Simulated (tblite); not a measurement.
C₂H₁₅B₂N₃Si₂.
SMILES with atom numbers: `[CH3:1][B:2]([CH3:3])[NH:4][B:5]([NH2:6])[SiH2:7][NH:8][SiH3:9]` (hydrogens: H10, H11, H12 on C1; H13, H14, H15 on C3; H16 on N4; H17, H18 on N6; H19, H20 on Si7; H21 on N8; H22, H23, H24 on Si9)

Computed with GFN2-xTB (tblite), gas phase: L-BFGS steps from a force-field or distance-geometry start until the largest atomic force falls under 0.01 eV/Å.

At the end of the run (lengths in Å): B2–N4 1.409, B5–N6 1.401, N4–B5 1.436, N8–Si9 1.723, Si7–H19 1.494, N4–H16 1.014, N6–H17 1.005, B2–N4–B5 134.1°, Si7–N8–Si9 129.6°, C3–B2–N4 118.3°, N4–B5–Si7 127.8°, C1–B2–N4–B5 3°, B2–N4–B5–N6 -178°, N4–B5–Si7–N8 66°, H10–C1–B2–C3 -116°, H13–C3–B2–C1 -176°.

**Question.** These geometries were met on the way; a selection of coordinates is given. Order them by energy above the end point, lowest first.
A. B2–N4 1.440, B5–N6 1.494, N4–B5 1.414, N8–Si9 1.716, Si7–H19 1.502, N4–H16 1.019, N6–H17 1.011, B2–N4–B5 119.4°, Si7–N8–Si9 121.9°, C3–B2–N4 110.8°, N4–B5–Si7 129.0°, C1–B2–N4–B5 85°, B2–N4–B5–N6 112°, N4–B5–Si7–N8 63°, H10–C1–B2–C3 -177°, H13–C3–B2–C1 -120°
B. B2–N4 1.411, B5–N6 1.412, N4–B5 1.432, N8–Si9 1.731, Si7–H19 1.463, N4–H16 1.019, N6–H17 1.004, B2–N4–B5 141.8°, Si7–N8–Si9 136.3°, C3–B2–N4 112.1°, N4–B5–Si7 130.1°, C1–B2–N4–B5 40°, B2–N4–B5–N6 142°, N4–B5–Si7–N8 45°, H10–C1–B2–C3 -169°, H13–C3–B2–C1 -125°
C. B2–N4 1.527, B5–N6 1.514, N4–B5 1.537, N8–Si9 1.785, Si7–H19 1.478, N4–H16 1.056, N6–H17 1.046, B2–N4–B5 109.4°, Si7–N8–Si9 108.2°, C3–B2–N4 120.3°, N4–B5–Si7 119.1°, C1–B2–N4–B5 108°, B2–N4–B5–N6 91°, N4–B5–Si7–N8 59°, H10–C1–B2–C3 180°, H13–C3–B2–C1 -119°
D. B2–N4 1.412, B5–N6 1.404, N4–B5 1.431, N8–Si9 1.716, Si7–H19 1.502, N4–H16 1.013, N6–H17 1.004, B2–N4–B5 136.8°, Si7–N8–Si9 134.7°, C3–B2–N4 112.9°, N4–B5–Si7 132.6°, C1–B2–N4–B5 44°, B2–N4–B5–N6 146°, N4–B5–Si7–N8 49°, H10–C1–B2–C3 -165°, H13–C3–B2–C1 -126°
E. B2–N4 1.418, B5–N6 1.414, N4–B5 1.433, N8–Si9 1.728, Si7–H19 1.556, N4–H16 1.026, N6–H17 1.002, B2–N4–B5 139.9°, Si7–N8–Si9 134.1°, C3–B2–N4 108.6°, N4–B5–Si7 128.8°, C1–B2–N4–B5 48°, B2–N4–B5–N6 136°, N4–B5–Si7–N8 48°, H10–C1–B2–C3 -176°, H13–C3–B2–C1 -122°

**Answer.** D (0.355 eV), B (0.587 eV), E (0.999 eV), A (1.671 eV), C (2.679 eV).

| step | E above end (eV) | rms distance from the end, all atoms (Å) | largest force (eV/Å) | rms shift of all bonds from the end (Å) |
| --- | --- | --- | --- | --- |
| 31 | 0.355 | 0.602 | 0.285 | 0.006 |
| 26 | 0.587 | 0.643 | 0.542 | 0.010 |
| 21 | 0.999 | 0.701 | 1.095 | 0.017 |
| 10 | 1.671 | 0.882 | 0.586 | 0.023 |
| 0 | 2.679 | 0.973 | 2.664 | 0.047 |

Rows stand in the order of the answer.
